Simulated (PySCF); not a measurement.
A run for PySCF: U-B3LYP/LANL2DZ on AlH3Se (SMILES [AlH2][SeH]), a point of a bond scan (R = 1.416 Å).

```python
from pyscf import gto, scf, dft, mp
from pyscf.data.elements import chemcore

mol = gto.M(
    atom='''
    Al    0.36409461    0.02746235   -1.55730963
    H    -0.59226254   -0.51004274   -2.45259337
    H     1.74544102    0.64238966   -1.99374994
    Se   -0.20119715   -0.03048168    0.69657830
    H     1.06055664    0.60674232    1.10718226
    ''',
    basis='lanl2dz',
    ecp={'Al': 'lanl2dz', 'Se': 'lanl2dz'},
    charge=0, spin=0, verbose=3, max_memory=1800)
mf = dft.UKS(mol, xc='b3lyp')
mf.conv_tol = 1e-8
mf.max_cycle = 100
mf.init_guess_breaksym = True
mf.kernel()
if not mf.converged:
    mf = mf.newton().run(mf.mo_coeff, mf.mo_occ)
for _ in range(4):
    mo, _, stable, _ = mf.stability(return_status=True)
    if stable:
        break
    mf.kernel(mf.make_rdm1(mo, mf.mo_occ))
```

The log:

```
converged SCF energy = -13.0186792135836  <S^2> = 1.4954971e-10  2S+1 = 1
<class 'pyscf.dft.uks.UKS'> wavefunction is stable in the internal stability analysis
```

Self-consistency was reached.

Cost: roughly 18 core-seconds.
